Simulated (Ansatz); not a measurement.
Basis-set extrapolation for C8H14O (`CC(=O)CCC=C(C)C`) (PBE0-D4/def2-TZVP geometry, frozen core, Ansatz 0.2.0). Multiplicity 1, RHF reference.

```csv
,def2-TZVPP,def2-QZVPP
HF,-386.097032,-386.114587
MP2 correlation,-1.578800,-1.681583
CCSD(T) correlation,-1.721607,not run
```

Energies in hartree. Use E(X) = E(∞) + A·exp(−7.88·√X) for Hartree–Fock and E(X) = E(∞) + B·X^(−2.97) for correlation, with X = 3 and 4, and add CCSD(T) minus MP2 of the smaller set to the MP2 limit.

Task: What is the CCSD(T) energy at the basis-set limit?

Result: HF limit: -386.114587 + (-0.017555) × 0.13774 = -386.11701. MP2 limit: -1.681583 + (-0.102783) × 0.74074 = -1.75772. Higher-order term: -1.721607 − (-1.578800) = -0.14281. Total: -388.01754 hartree, 124.8 kcal/mol below CCSD(T)/def2-TZVPP.
